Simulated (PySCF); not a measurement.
## Ca: ionisation energy

Ca [Ar] 4s2 (1S) → Ca⁺ [Ar] 4s1 (2S), as a difference of total energies. All numbers are calculated (PySCF 2.14, scalar relativity by spin-free X2C-1e, in aug-cc-pVQZ-X2C). Correlated levels: valence: [Ar] frozen. The calculations carry no spin-orbit coupling.

```json
{"method": "UHF", "ionisation energy (eV)": "5.137", "error (eV)": "-0.976"}
{"method": "MP2 (valence)", "ionisation energy (eV)": "5.699", "error (eV)": "-0.414"}
{"method": "SCS-MP2 (valence)", "ionisation energy (eV)": "5.811", "error (eV)": "-0.302"}
{"method": "CCSD (valence)", "ionisation energy (eV)": "5.917", "error (eV)": "-0.196"}
```

Reference: 6.113 eV (measured; NIST Atomic Spectra Database, ionization energies).

Errors of the correlated levels include the incompleteness of this basis and the frozen core.

With two correlated electrons CCSD is exact in that space.
